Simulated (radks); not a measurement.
Question: Ru X, configuration [Ar] 3d10 4s2 4p5. Method: Dirac Kohn-Sham, exchange-only PBE, spin-unpolarised, spherical densities, finite nucleus; open shells fill j = l - 1/2 first; Fermi nuclear charge, rms radius 4.4809 fm; computed with a radial shooting solver on a logarithmic mesh with Libxc functionals. Some entries of the table are withheld. Estimate them.

orbital  occ.  eigenvalue (hartree)  <1/r> (bohr^-1)
1s1/2       2             -811.7991              (1)
2s1/2       2             -121.8637            10.50
2p1/2       2                   (2)            10.47
2p3/2       4                   (3)            9.922
3s1/2       2             -26.26460            3.635
3p1/2       2             -22.85652              (4)
3p3/2       4             -22.03399              (5)
3d3/2       4                   (6)            3.233
3d5/2       6                   (7)            3.198
4s1/2       2              -8.15949            1.453
4p1/2       2              -7.05560            1.364
4p3/2       3              -6.89705            1.328
4d3/2       0              -5.11676            1.151
4d5/2       0              -5.09108            1.144
5s1/2       0                   (8)           0.7280

Answer: 
(1) 1s1/2 <1/r> (bohr^-1): 45.88
(2) 2p1/2 eigenvalue (hartree): -113.0724
(3) 2p3/2 eigenvalue (hartree): -108.2594
(4) 3p1/2 <1/r> (bohr^-1): 3.538
(5) 3p3/2 <1/r> (bohr^-1): 3.405
(6) 3d3/2 eigenvalue (hartree): -16.01306
(7) 3d5/2 eigenvalue (hartree): -15.85182
(8) 5s1/2 eigenvalue (hartree): -3.79223
